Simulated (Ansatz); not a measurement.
Reaction (formal exchange of groups at a B–C bond): `C[Se]BCF` + `FC(F)Br` → `C[Se]BF` + `FCC(F)Br`

Calculated with Ansatz (gas phase, PBE0-D4/def2-TZVP geometries, no zero-point term in ΔE). CCSD(T)/CBS adds triple-zeta CCSD(T) − MP2 to the extrapolated MP2 energy (def2 sets, frozen cores). DFT in def2-TZVPP. B3LYP here is the variant with VWN-RPA as its local correlation; programs differ in this. For Br, Se outer-core shells are correlated without core-valence functions, which leaves a few kJ/mol of doubt a bond. Scalar relativity is left out up to krypton. Each species was taken in one conformer, which may not be the lowest.

```
             level  ΔE (kJ/mol)  difference from CCSD(T)/CBS
            PBE-D4       -145.8                         17.2
         r2SCAN-D4       -153.0                         10.0
           PBE0-D4       -151.2                         11.8
          B3LYP-D4       -155.7                          7.3
           ωB97X-V       -155.1                          7.9
           ωB97M-V       -156.7                          6.3
            B2PLYP       -160.2                          2.8
               PBE       -145.5                         17.5
            r2SCAN       -153.0                         10.0
              PBE0       -151.0                         12.0
             B3LYP       -155.1                          7.9
     HF/def2-TZVPP       -165.9                         -2.9
    MP2/def2-TZVPP       -167.5                         -4.5
SCS-MP2/def2-TZVPP       -166.3                         -3.3
   CCSD/def2-TZVPP       -163.1                         -0.1
CCSD(T)/def2-TZVPP       -161.9                          1.1
     HF/def2-QZVPP       -166.2                         -3.2
    MP2/def2-QZVPP       -168.2                         -5.2
SCS-MP2/def2-QZVPP       -167.2                         -4.2
      HF/CBS(def2)       -166.3                         -3.3
     MP2/CBS(def2)       -168.6                         -5.6
    CCSD/CBS(def2)       -164.2                         -1.2
       CCSD(T)/CBS       -163.0                            0
```

Largest T1 diagnostic among the species: 0.012.

From PBE to PBE0 (25 % exact exchange), in def2-TZVPP and without D4, ΔE moves by −5.6 kJ/mol.
